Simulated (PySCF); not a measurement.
From one molecule to another.

First species: AlCl₂I.
Geometry (PBE0-D3(BJ)/def2-SVP, Å), atoms numbered from 1 in this order:
```xyz
4
AlCl2I angstrom
Al     0.039    0.070   -0.002
Cl     2.123    0.056    0.016
Cl    -0.957    1.901   -0.023
I     -1.205   -2.027    0.009
```

Second species: C4H7BF2S.
Atom-mapped SMILES: `[CH3:1][C:2](=[S:3])[CH2:4][CH2:5][B:6]([F:7])[F:8]` (hydrogens: H9, H10, H11 on C1; H12, H13 on C4; H14, H15 on C5)

Structure used (PBE0-D3(BJ)/def2-SVP), in Å, numbered top down from 1:
```
atom  x, y, z in Å
C1    -2.304    0.725   -0.319
C2    -0.853    0.403   -0.369
S3     0.057    0.620   -1.708
C4    -0.204   -0.135    0.870
C5     1.120   -0.813    0.565
B6     1.948    0.023   -0.511
F7     2.386    1.252   -0.148
F8     2.742   -0.621   -1.388
H9    -2.642    1.276   -1.205
H10   -2.875   -0.217   -0.243
H11   -2.534    1.299    0.593
H12   -0.054    0.746    1.526
H13   -0.926   -0.772    1.410
H14    1.724   -0.912    1.481
H15    0.942   -1.830    0.181
```

Levels: wB97X-D/def2-SVPD for dipole moment, HOMO energy, LUMO energy, HOMO–LUMO gap and static isotropic polarisability; TDDFT wB97X-D/def2-SVPD for lowest singlet excitation; TDA wB97X-D/def2-SVPD for lowest triplet excitation (Tamm–Dancoff); ΔSCF wB97X-D/def2-SVPD for vertical ionisation energy and vertical electron affinity; PBE0-D3(BJ)/def2-SVP for rotational constant A and rotational constant C. Geometries: PBE0-D3(BJ)/def2-SVP. All species are isolated and taken at one optimised geometry (atoms past krypton carry core potentials, spin–orbit coupling is left out); the electronic structure was computed with PySCF and density fitting.

The conformers computed, where there is a choice (atom-mapped SMILES and torsion angles):
- `[CH3:1][C:2](=[S:3])[CH2:4][CH2:5][B:6]([F:7])[F:8]`: C1–C2–C4–C5 162°, C2–C4–C5–B6 41°, C4–C5–B6–F7 66°

Which has the higher HOMO energy?

The second: -9.35 eV against -10.03 eV, a difference of 0.68 eV.

Which of the two has the higher HOMO–LUMO gap, and by how much?

The first: 9.91 eV against 8.45 eV, a difference of 1.46 eV.

Which of the two has the higher S1 energy, and by how much?

The first: 5.53 eV against 3.28 eV, a difference of 2.25 eV.

Which of the two has the higher LUMO energy, and by how much?

The first: -0.12 eV against -0.90 eV, a difference of 0.78 eV.

Which has the higher rotational constant A?

The second: 2.914 GHz against 2.242 GHz, a difference of 0.672 GHz.

Which has the higher vertical ionisation energy?

The first: 10.48 eV against 9.55 eV, a difference of 0.93 eV.

Which of the two has the higher dipole moment, and by how much?

The second: 5.65 D against 0.81 D, a difference of 4.84 D.

Which has the higher vertical electron affinity?

The second: 0.83 eV against 0.15 eV, a difference of 0.68 eV.

On the first: The principal polarisabilities are 67.3, 85.4 and 101.0 au; their mean is the isotropic value. The polarisability is 12.53 Å³ as a volume (1 au = 0.148185 Å³). Atoms past krypton carry effective core potentials; spin–orbit coupling is left out.

On the second: The principal polarisabilities are 63.0, 86.0 and 95.4 au; their mean is the isotropic value. In atomic units the dipole is 2.22 e·bohr (1 au = 2.5417 D).
